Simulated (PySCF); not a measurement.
Relaxation of singlet GeF4

All numbers come from PBE/[Ge def2-TZVP, F def2-TZVP], no relativity, density fitting, PySCF. A (50,194) grid was used.

A hand-made tetrahedral start, of Td symmetry, held to at least that symmetry:

Coordinates in bohr (charge 0 multiplicity 1):
```
Ge    0.0000    0.0000    0.0000
F     2.0184    2.0184    2.0184
F    -2.0184    2.0184   -2.0184
F     2.0184   -2.0184   -2.0184
F    -2.0184   -2.0184    2.0184
```

At each step, columns x, y, z (Å) and Fx, Fy, Fz (eV/Å):

```
step 0  E − E(last) = 85.31 kJ/mol
Ge   0.000   0.000   0.000   0.000   0.000   0.000
F    1.068   1.068   1.068  -1.697  -1.697  -1.697
F   -1.068   1.068  -1.068   1.697  -1.697   1.697
F    1.068  -1.068  -1.068  -1.697   1.697   1.697
F   -1.068  -1.068   1.068   1.697   1.697  -1.697
step 1  E − E(last) = 0.47 kJ/mol
Ge   0.000   0.000   0.000   0.000   0.000   0.000
F    0.996   0.996   0.996  -0.157  -0.157  -0.157
F   -0.996   0.996  -0.996   0.157  -0.157   0.157
F    0.996  -0.996  -0.996  -0.157   0.157   0.157
F   -0.996  -0.996   0.996   0.157   0.157  -0.157
step 2  E − E(last) = 0.09 kJ/mol
Ge   0.000   0.000   0.000   0.000   0.000   0.000
F    0.989   0.989   0.989   0.070   0.070   0.070
F   -0.989   0.989  -0.989  -0.070   0.070  -0.070
F    0.989  -0.989  -0.989   0.070  -0.070  -0.070
F   -0.989  -0.989   0.989  -0.070  -0.070   0.070
step 3  E − E(last) = 0.00 kJ/mol
Ge   0.000   0.000   0.000   0.000   0.000   0.000
F    0.991   0.991   0.991  -0.002  -0.002  -0.002
F   -0.991   0.991  -0.991   0.002  -0.002   0.002
F    0.991  -0.991  -0.991  -0.002   0.002   0.002
F   -0.991  -0.991   0.991   0.002   0.002  -0.002
```

It ends at Td with Ge–F 1.716 Å (×4); F–Ge–F 109.5° (×6) (after a last refinement on a finer grid). A frequency run shows a minimum. Other isomers or separated fragments may lie lower.
